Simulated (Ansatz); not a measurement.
Start from `N[CH](N)[GaH][Cl]` and change one atom or group to get `CC(N)N`.

Ansatz, PBE0-D4/def2-TZVP geometries, multiplicity 1. Each molecule was computed in one conformer, which needn't be the lowest. `N[CH](N)[GaH][Cl]` holds a close contact that its SMILES doesn't draw: Ga···N 2.12 Å.

Scalar relativity is left out up to krypton.

```
                                                                                  property  `N[CH](N)[GaH][Cl]`
ideal-gas entropy at 298 K and 1 bar (rigid rotor, harmonic PBE0-D4/def2-TZVP) / J/(mol·K)                  362
                                            size of the dipole moment (PBE/def2-TZVPP) / D                 4.42
                                                       HOMO energy (B3LYP/def2-TZVPP) / eV                -6.65
                                                     HOMO–LUMO gap (B3LYP/def2-TZVPP) / eV                 6.39
                                                         LUMO energy (PBE/def2-TZVPP) / eV                -0.75
                                                     LUMO energy (ωB97M-V/def2-TZVPP) / eV                 1.60
```

Question: Give the same properties after the change, and the shifts. (Best estimate.)

Answer: Ansatz gave: 
```csv
property,`CC(N)N`,shift
"ideal-gas entropy at 298 K and 1 bar (rigid rotor, harmonic PBE0-D4/def2-TZVP) / J/(mol·K)",295,-67
size of the dipole moment (PBE/def2-TZVPP) / D,1.22,-3.20
HOMO energy (B3LYP/def2-TZVPP) / eV,-6.54,0.11
HOMO–LUMO gap (B3LYP/def2-TZVPP) / eV,7.17,0.78
LUMO energy (PBE/def2-TZVPP) / eV,0.18,0.93
LUMO energy (ωB97M-V/def2-TZVPP) / eV,2.39,0.79
```

With PBE0 the HOMO rises by 0.09 eV and the LUMO rises by 0.97 eV, so the gap widens by about 0.88 eV. PBE moves the HOMO by 0.32 eV and ωB97M-V by -0.10 eV. The zero-point energy changes by 80.3 kJ/mol with +3 modes. Dipoles are sizes alone; their direction can turn.

Positive LUMOs are unbound, so they and the gaps depend on the basis.

B3LYP here is the variant with VWN-RPA as its local correlation; programs differ in this.
